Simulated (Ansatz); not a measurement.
Correlation energies of `[CH3][Sc]([CH3])[CH3]` by basis set

```tsv
atom	x (Å)	y (Å)	z (Å)
C1	0.1233	-0.1904	2.1454
Sc2	0.3505	0.0874	-0.0095
C3	0.4010	-1.7049	-1.2575
C4	-0.4714	1.9103	-0.8889
H5	1.0888	-0.2229	2.6713
H6	-0.3821	-1.1384	2.3737
H7	-0.4625	0.6127	2.6109
H8	-0.3150	-1.6387	-2.0874
H9	0.1602	-2.6124	-0.6890
H10	1.3874	-1.8732	-1.7140
H11	0.2915	2.6879	-1.0402
H12	-1.2417	2.3559	-0.2457
H13	-0.9299	1.7265	-1.8691
```

Total charge 0; spin multiplicity 1. Correlated methods include outer-core shells of Sc, which these sets cover unevenly. Scalar relativity is left out up to krypton. The geometry is a stationary point of PBE0-D4/def2-TZVP. Frozen core, restricted reference, the Gaussian-basis code of Ansatz.

```json
{"basis": "def2-SVP", "HF (Eh)": "-878.39202", "MP2 corr.": "-0.66015", "CCSD corr.": "-0.72633", "(T)": "-0.02027", "CCSD(T) total": "-879.13862"}
{"basis": "def2-TZVPP", "HF (Eh)": "-878.62560", "MP2 corr.": "-0.84697", "CCSD corr.": "-0.90716", "(T)": "-0.03418", "CCSD(T) total": "-879.56694"}
{"basis": "def2-QZVPP", "HF (Eh)": "-878.64553", "MP2 corr.": "-0.92555", "CCSD corr.": "–", "(T)": "–", "CCSD(T) total": "–"}
```
